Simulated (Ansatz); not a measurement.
AuF₄, that is [AuF4]- with one electron fewer. The state is a doublet with charge 0. Geometry PBE0-D4/def2-SVPD; atoms count from 1.

```csv
atom,x (Å),y (Å),z (Å)
Au1,0.000,0.000,0.000
F2,-1.137,-0.378,1.439
F3,-1.481,0.120,-1.139
F4,1.137,0.378,-1.439
F5,1.481,-0.120,1.139
```

In the def2 sets Au takes a core potential; there is no spin–orbit coupling.

Q: Estimate the Mulliken populations from the PBE0/def2-TZVPD orbitals of Ansatz.

A: 
```
atom  charge (e)  spin (α − β)  d electrons
 Au1        1.33          0.42         8.40
  F2       -0.33          0.14            –
  F3       -0.33          0.14            –
  F4       -0.33          0.14            –
  F5       -0.33          0.14            –
```
Mulliken values depend strongly on the basis. With diffuse functions, as here, like atoms can get unlike values, and bond orders can come out too low or too high.

Q: Where does the spin sit?

A: Summed by element: Au 0.42, F 0.58, of 1 unpaired in all. Largest on single atoms: Au1 0.42, F2 0.14, F3 0.14.

Q: And the Mayer bond orders between heavy atoms (over 0.3)?

A: Au1–F2 0.72 (1.87 Å); Au1–F3 0.72 (1.87 Å); Au1–F4 0.72 (1.87 Å); Au1–F5 0.72 (1.87 Å).
